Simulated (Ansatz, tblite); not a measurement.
Cost and result up the ladder for diphenyliodonium hydroxide (C₁₂H₁₁IO) (25 atoms). The state is a singlet with charge 0. Geometry: PBE-D4/def2-SVP.

Ansatz on 4 threads of Arm Neoverse V2 on a shared host; xTB runs through tblite on one thread. Times are rough, summed over both states, and most runs start from the orbitals of an earlier one. PBE0-D4/def2-SVP serves as the yardstick here, not as an exact answer. The other state is a triplet.

In the def2 sets I takes a core potential; there is no spin–orbit coupling. The xTB rows come from tblite.

xTB has no spin-polarisation term.

| level | functions | vertical triplet (eV) | difference from PBE0-D4/def2-SVP (eV) |
| --- | --- | --- | --- |
| GFN2-xTB | 72 | 2.90 | 0.98 |
| PBE-D4/def2-SVP | 263 | 2.05 | 0.13 |
| PBE0-D4/def2-SVP | 263 | 1.92 | 0.00 |
| GFN1-xTB | 83 | 2.32 | 0.40 |

Task: Estimate how long each takes.

Result: GFN2-xTB 0.038 s; GFN1-xTB 0.04 s; PBE-D4/def2-SVP 15 s; PBE0-D4/def2-SVP 32 s. On shared hardware such times vary by a factor of up to 3.
